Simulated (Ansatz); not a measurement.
The cluster IrO2⁺. The state is a triplet with charge 1. Geometry B3LYP-D4/def2-TZVP; atoms count from 1.

```xyz
3

Ir   -0.0346   -0.1391    0.4494
O     0.6291   -1.2753   -0.5937
O    -0.5945    1.4143    0.1444
```

In the def2 sets Ir takes a core potential; there is no spin–orbit coupling. At PBE0-D4/def2-TZVP a broken-symmetry singlet of charge 1 lies 0.22 eV below the triplet, each at its own geometry. The structure comes from a short search, and lower isomers may exist.

Estimate the Mulliken populations from the PBE0/def2-TZVP orbitals of Ansatz.


```
atom  charge (e)  spin (α − β)  d electrons
 Ir1        1.31          1.36         6.60
  O2       -0.16          0.32            –
  O3       -0.16          0.32            –
```
Mulliken values and Mayer orders depend strongly on the basis.

Where does the spin sit?

Summed by element: Ir 1.36, O 0.64, of 2 unpaired in all. Largest on single atoms: Ir1 1.36, O2 0.32, O3 0.32.

And the Mayer bond orders between bonded heavy atoms (over 0.3)?

Ir1–O2 2.08 (1.68 Å); Ir1–O3 2.08 (1.68 Å). Values over 0.3 also appear between atoms too far apart for a bond (O2–O3 0.38 at 3.05 Å); they arise where an orbital or an unpaired electron spreads over both atoms.
